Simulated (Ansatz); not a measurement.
**Ligand exchange: IBr + SiH(SiH3)Br2 → SiH3I + SiHBr3**

Species: IBr (iodine monobromide), singlet; SiH(SiH3)Br2, singlet; SiH3I `[SiH3]I`, singlet; SiHBr3 `Br[SiH](Br)Br`, singlet. The partners trade Br for SiH3: I–Br and Si–SiH3 bonds give way to I–SiH3 and Si–Br.

Shapes, held fixed at every level: PBE0-D4/def2-TZVP. Programs: Ansatz 0.2.0. The zero-point and thermal change to 298 K, harmonic and unscaled (PBE0-D4/def2-TZVP), is +1.0 kJ/mol.

```tsv
level	kind	ΔH(298 K) (kJ/mol)	less CCSD(T)/def2-TZVPP	CPU time (sum over the molecules)
HF/def2-SVP	Hartree–Fock	-217.1	-8.5	–
B3LYP-D4/def2-TZVPP	global hybrid	-190.4	+18.2	52 s
BHLYP-D4/def2-TZVPP	global hybrid	-204.6	+4.0	39 s
PBE0-D4/def2-TZVPP	global hybrid	-198.1	+10.5	36 s
r2SCAN0-D4/def2-TZVPP	global hybrid	-212.5	-3.9	63 s
CCSD(T)/def2-SVP	coupled cluster or CI	-203.4	+5.2	78 s
CCSD(T)/def2-TZVPP	coupled cluster or CI	-208.6	0.0	17 min
```

The highest level, CCSD(T)/def2-TZVPP, gives ΔH(298 K) = -208.6 kJ/mol; the levels span -217.1 to -190.4. The column of differences is taken from that level and isn't an error. No measured value is set beside it here. For atoms past krypton def2 sets carry core potentials with scalar relativity. Relativity is left out for Br unless named. Correlated rows may include outer-core shells of Br, I, which these sets cover unevenly. Times are processor times on shared x86 and Arm servers, and rough.
